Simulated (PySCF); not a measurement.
Species: C₆H₆FO (doublet state).
Structure used (GFN2-xTB), in Å, numbered top down from 1:
```
atom  x, y, z in Å
O1    -0.1074    2.6277    0.0303
C2     0.0396    1.4611   -0.2431
C3     1.2905    0.7113   -0.1745
C4     1.3219   -0.5895    0.1179
C5     0.0807   -1.3639    0.4558
C6    -1.1284   -0.5211    0.3105
F7    -1.9015   -0.3858    1.4111
C8    -1.1574    0.5668   -0.6672
H9     2.1944    1.2748   -0.3489
H10    2.2487   -1.1437    0.1301
H11    0.1429   -1.7553    1.4748
H12    0.0339   -2.2284   -0.2185
H13   -0.9790    0.2026   -1.6806
H14   -2.0797    1.1430   -0.6199
```

As a line formula: `O=C1C=CC[C](F)C1` [radical].

Method used: PySCF 2.14.0, UKS B3LYP, pcH-1 on C F H O, non-relativistic, mean-field spin-orbit, GIAO. The structure is a single GFN2-xTB conformer in the gas phase; no vibrational or solvent corrections. Couplings are sensitive to structure, and on GFN2-xTB geometries they can be far from those on DFT ones. The SCF solution wasn't tested for stability.

Mulliken spin populations: O1 +0.061, C2 +0.049, C3 -0.009, C4 +0.052, C5 -0.060, C6 +0.839, F7 +0.062, C8 -0.065, H9 -0.001, H10 +0.010, H11 +0.002, H12 +0.027, H13 +0.031, H14 +0.002.

Give the computed dipolar 1H tensors of H9, H10, H11, H12, H13, H14.

| atom | position | distance from C6 (Å) | T1 (MHz) | T2 | T3 |
| --- | --- | --- | --- | --- | --- |
| H9 | 4 bonds from C6 | 3.83 | -1.68 | -0.65 | 2.33 |
| H10 | γ, 3 bonds from C6 | 3.44 | -2.99 | -1.74 | 4.72 |
| H11 | β, 2 bonds from C6 | 2.12 | -5.06 | -3.33 | 8.39 |
| H12 | β, 2 bonds from C6 | 2.13 | -5.27 | -4.39 | 9.66 |
| H13 | β, 2 bonds from C6 | 2.12 | -4.92 | -4.36 | 9.29 |
| H14 | β, 2 bonds from C6 | 2.13 | -4.55 | -3.27 | 7.83 |

Estimate them with point dipoles: put each population ρk at its nucleus, leave out the nucleus itself and the atom bound to it, and sum T = Σ [ρk/(2S)]·C·(3 n nᵀ − 1)/r³ with C = μ0 gₑ μB g_N μN/(4π h) = 79.06 MHz Å³.

```json
{"atom": "H9", "T1 (MHz)": "-2.15", "T2": "-0.80", "T3": "2.95", "T3, computed": "2.33", "difference in T3 (%)": "+27"}
{"atom": "H10", "T1 (MHz)": "-1.46", "T2": "-1.28", "T3": "2.74", "T3, computed": "4.72", "difference in T3 (%)": "-42"}
{"atom": "H11", "T1 (MHz)": "-7.36", "T2": "-6.34", "T3": "13.70", "T3, computed": "8.39", "difference in T3 (%)": "+63"}
{"atom": "H12", "T1 (MHz)": "-7.36", "T2": "-6.15", "T3": "13.51", "T3, computed": "9.66", "difference in T3 (%)": "+40"}
{"atom": "H13", "T1 (MHz)": "-7.36", "T2": "-6.21", "T3": "13.57", "T3, computed": "9.29", "difference in T3 (%)": "+46"}
{"atom": "H14", "T1 (MHz)": "-7.03", "T2": "-6.28", "T3": "13.31", "T3, computed": "7.83", "difference in T3 (%)": "+70"}
```

In T3 the estimate is closest for H9 (+27 %, 3.83 Å from C6) and worst for H14 (+70 %, 2.13 Å).

If all the spin sat on C6, T∥ = 2C/r³. What distance does the computed T3 of H10 then imply?

r = (2 × 79.06/4.72)^(1/3) = 3.22 Å, against 3.44 Å in the structure.

Hardware: Arm Neoverse V2, one thread, shared host with 96 logical CPUs at a one-minute load of 69. Cost: 62 s (grids of density and orbitals included), 0.97 GiB resident at most.
